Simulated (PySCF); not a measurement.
A TDDFT job, as run on `[Br][Ga]([Br])[Br]` (gallium tribromide).

Method: PySCF, TDDFT CAM-B3LYP/def2-SVPD, vertical, gas phase, core orbitals frozen in the response.

Input of the driver that calls PySCF (job settings, then Cartesian coordinates in Å):

```
{"job": {"kind": "uv", "xc": "CAM-B3LYP", "basis": "def2-SVPD", "nstates": 8, "ntriplets": 3}, "charge": 0, "multiplicity": 1}
Br    -1.4581    -1.7686    -0.0356
Ga     0.0016     0.0006    -0.0053
Br     2.2639    -0.3780     0.0071
Br    -0.7973     2.1508     0.0110
```

The driver printed:

```
coarse grid: 29416 points
cycle   1  E = -9646.7294373501  dE = -3.375e+00  |g| = 6.476e-01  |ddm| = 2.698e+00
cycle   2  E = -9646.6994849416  dE =  2.995e-02  |g| = 8.052e-01  |ddm| = 1.620e+00
cycle   3  E = -9646.8105715352  dE = -1.111e-01  |g| = 5.743e-02  |ddm| = 8.544e-01
cycle   4  E = -9646.8108147137  dE = -2.432e-04  |g| = 8.817e-03  |ddm| = 3.999e-02
cycle   5  E = -9646.8108365920  dE = -2.188e-05  |g| = 2.462e-03  |ddm| = 1.910e-02
cycle   6  E = -9646.8108385726  dE = -1.981e-06  |g| = 4.782e-04  |ddm| = 5.243e-03
final grid: 52512 points
cycle   7  E = -9646.8107716831  dE = -1.166e-07  |g| = 3.857e-04  |ddm| = 1.378e-03
cycle   8  E = -9646.8107716947  dE = -1.160e-08  |g| = 3.225e-04  |ddm| = 7.439e-04
cycle   9  E = -9646.8107717072  dE = -1.256e-08  |g| = 4.253e-05  |ddm| = 2.781e-04
cycle  10  E = -9646.8107717075  dE = -2.528e-10  |g| = 1.379e-05  |ddm| = 5.295e-05
converged SCF energy = -9646.8107717075

Static polarisability (au): isotropic 93.878, principal 67.369 107.085 107.180

Singlet excitations
state   eV       nm        f      main configurations
  1   5.0125    247.4   0.00000   H->L 0.97
  2   5.2847    234.6   0.00000   H-1->L 0.97
  3   5.2861    234.5   0.00000   H-2->L 0.97
  4   5.4522    227.4   0.05315   H-3->L 0.92
  5   5.4540    227.3   0.05322   H-4->L 0.92
  6   5.7307    216.4   0.00000   H->L+1 0.99
  7   6.0200    206.0   0.03452   H-5->L 0.96
  8   6.0526    204.8   0.00000   H-3->L+1 0.99

Triplet excitations (Tamm-Dancoff, eV): 4.6537 4.9506 4.9513
```

The SCF starts on a coarse grid; the energy jumps when the final grid takes over, and dE counts afresh there. The run used 161 basis functions and 10 SCF iterations for the ground state.

The run took 23 s on x86-64 server, one thread (shared host).

Q: What frontier levels and dipole did the ground state of this run have?

A: HOMO -10.03 eV, LUMO -1.74 eV, dipole 0.01 D.

Isolated species at its GFN2-xTB geometry, gas phase. Relativistic effects, spin–orbit coupling among them, are left out although an element past zinc is present.
